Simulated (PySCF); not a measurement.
**Gas-phase XPS of formyl fluoride, computed**

Compound: formyl fluoride, CHFO.
Z-matrix (Å and degrees, PBE0-D3(BJ)/def2-SVP geometry), rows numbered from 1:
```
O 
C   1  1.1773
F   2  1.3286  1  123.23
H   2  1.1083  1  127.22  3  -179.93
```

Level of theory: PySCF, delta-SCF UKS SCAN, pcX-2 on the ionised atom, pcseg-1 elsewhere, spin-free X2C. Vertical ΔSCF values, vacuum level as zero.

Question: Give the core binding energies atom by atom.

Answer: 
| atom(s) | bonded to | level | binding energy (eV) | count |
| --- | --- | --- | --- | --- |
| F3 | C | F 1s | 694.35 | 1 |
| O1 | C (double bond) | O 1s | 539.92 | 1 |
| C2 | F, O (double bond) and H | C 1s | 296.99 | 1 |

Question: Which photon wavelength matches the F 1s of F3 threshold?

Answer: λ = hc/E = 12398.42 eV Å / 694.35 eV = 17.856 Å.

Geometry: PBE0-D3(BJ)/def2-SVP; no solvent, vibrations or thermal averaging.

---

# CH3GeN: core ionisation energies

Compound: germyl cyanide, CH₃GeN.
Atom-mapped SMILES: `[N:1]#[C:2][GeH3:3]`

Computed with delta-SCF UKS SCAN, pcX-2 on the ionised atom, pcseg-1 elsewhere, spin-free X2C (PySCF 2.14.0). These are vertical core ionisation energies against the vacuum level, from separate self-consistent calculations with and without the core hole.

Question: List the computed XPS lines with their assignment.

Answer: 
| atom(s) | environment | level | binding energy (eV) | count |
| --- | --- | --- | --- | --- |
| N1 | cyano nitrogen | N 1s | 405.33 | 1 |
| C2 | cyano carbon | C 1s | 291.97 | 1 |

Question: Which photon wavelength matches the N 1s of N1 threshold?

Answer: λ = hc/E = 12398.42 eV Å / 405.33 eV = 30.588 Å.

No level of germanium is listed. Geometry: PBE0-D3(BJ)/def2-SVP; no solvent, vibrations or thermal averaging.

---

## Ge2H6S: core ionisation energies

Species: digermathiane, Ge2H6S.
Bonds: Ge1–S2, S2–Ge3. Hydrogens: H4, H5, H6 on Ge1; H7, H8, H9 on Ge3.

Computed with PySCF 2.14.0, delta-SCF UKS SCAN, pcX-2 on the ionised atom, pcseg-1 elsewhere, spin-free X2C. Binding energies are ΔSCF values: E(core-ionised, relaxed orbitals) − E(ground state) at a fixed geometry, referred to the vacuum level.

List the computed XPS lines with their assignment.

```
atom(s)            environment  level  binding energy (eV)  count
     S2  sulfur bonded to 2 Ge   S 1s              2476.32      1
```

Which photon energy gives electrons from S 1s of S2 a kinetic energy of 20 eV, and what is their de Broglie wavelength?

hν = 2476.32 + 20 = 2496.32 eV, recoil neglected; λ = 12.264 Å/√(E/eV) = 2.74 Å.

Not every level is listed. No level of germanium is listed. Isolated species at its PBE0-D3(BJ)/def2-SVP geometry, gas phase.

---

# Core-level binding energies of BH2(OH)

Compound: BH2(OH).
Bonds: B1–O4. Hydrogens: H2, H3 on B1; H5 on O4.

Theory: delta-SCF UKS SCAN, pcX-2 on the ionised atom, pcseg-1 elsewhere, spin-free X2C (PySCF). Each binding energy is the total energy of the core-ionised species, with the hole localised on one atom, minus that of the ground state; both are solved self-consistently, so orbital relaxation is included.

What binding energy does each computed site have?

```tsv
atom(s)	bonded to	level	binding energy (eV)	count
B1	O and 2 H	B 1s	197.34	1
O4	H and B	O 1s	539.89	1
```

Which photon energy gives electrons from B 1s of B1 a kinetic energy of 20 eV, and what is their de Broglie wavelength?

hν = 197.34 + 20 = 217.34 eV, recoil neglected; λ = 12.264 Å/√(E/eV) = 2.74 Å.

The structure is a single PBE0-D3(BJ)/def2-SVP conformer in the gas phase; no vibrational or solvent corrections.
